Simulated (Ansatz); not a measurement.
Compare A (`N=C(F)BS`) with its isomer B (`N=CB(F)S`).

Gas-phase electronic energies from Ansatz, PBE0-D4/def2-TZVP geometries. CCSD(T)/CBS adds triple-zeta CCSD(T) − MP2 to the extrapolated MP2 energy (def2 sets, frozen cores). Functionals use def2-TZVPP. B3LYP here is the variant with VWN-RPA as its local correlation; programs differ in this. One conformer a species, not always the lowest.

A:

Z-matrix (Å, degrees):
```
C
F 1 1.354
B 1 1.579 2 114.2
N 1 1.252 2 121.1 3 180.0
S 3 1.755 1 119.6 2 -179.9
H 3 1.189 1 121.4 2 0.1
H 4 1.020 1 112.6 2 0.0
H 5 1.350 3 95.5 1 -0.0
```

B:

Z-matrix (Å, degrees):
```
C
B 1 1.573
N 1 1.271 2 123.7
H 1 1.096 2 120.0 3 179.9
S 2 1.793 1 124.2 3 -179.5
F 2 1.328 1 118.1 3 0.5
H 3 1.024 1 110.4 2 -0.1
H 5 1.343 2 95.0 1 -0.0
```

Problem. Which isomer does CCSD(T)/CBS put lower? Give the gap. (Best estimate.)

Solution. Ansatz gave: B, by 146.6 kJ/mol.

Problem. Give E(B) − E(A) in kJ/mol with ωB97M-V, CCSD(T)/def2-SVP, B3LYP-D4, BLYP-D4, PBE0-D4, MP2/def2-TZVPP, B3LYP. (Estimate.)

Solution. The calculation gave: ωB97M-V -139.4, CCSD(T)/def2-SVP -144.4, B3LYP-D4 -139.1, BLYP-D4 -133.9, PBE0-D4 -135.6, MP2/def2-TZVPP -147.5, B3LYP -139.7. None reverses the order clearly.

Problem. Does the order hold for the free energy at 298.15 K (harmonic terms from PBE0-D4)? (An estimate is asked.)

Solution. Computed: Yes: G(B) − G(A) = -141.5 kJ/mol, for one conformer each.

Largest T1 diagnostic: 0.016.

Leaving LDA and LC-ωPBE aside and taking each functional with its dispersion term where it has one, the values, not all of them listed here, spread over 17.0 kJ/mol, from BHLYP-D4 to PBE-D4. LDA lies +5.5 kJ/mol from PBE without D4. From r2SCAN to r2SCAN0 (25 % exact exchange), in def2-TZVPP and without D4, E(B) − E(A) moves by −4.5 kJ/mol.
